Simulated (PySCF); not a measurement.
# Worked example: dipole moment from atomic charges

GaH3O, SMILES [OH][GaH2]. Atoms are numbered in the order given.

```xyz
5

Ga    -0.0052     0.3654     0.0000
H      1.3884     1.0748     0.0000
H     -1.4507     0.9877     0.0000
O      0.1217    -1.4403     0.0000
H     -0.7502    -1.8687     0.0000
```
Charge 0, spin multiplicity 1.

Coordinates come from a PBE-D3(BJ)/def2-TZVP optimisation.

Charges (e) from M06-2X/def2-TZVPD (PySCF):

```csv
atom,ESP fit,IAO
Ga1,0.781,0.777
H2,-0.189,-0.158
H3,-0.228,-0.175
O4,-0.718,-0.794
H5,0.354,0.350
```

The dipole moment of the full density is 1.69 D.

Problem. What dipole moment does each set of point charges give, and which comes closer to that of the density?

Solution. 
μ = Σ q r, and 1 e Å = 4.8032 D.
ESP fit: Σ q r = (-0.289, 0.230, 0.000) e Å, |μ| = 1.77 D.
IAO: Σ q r = (-0.329, 0.431, 0.000) e Å, |μ| = 2.60 D.
ESP fit comes closer in size. Point charges leave out the atoms' own dipoles (lone pairs, polarised bonds); fits to the potential absorb them, partitions of the density don't.
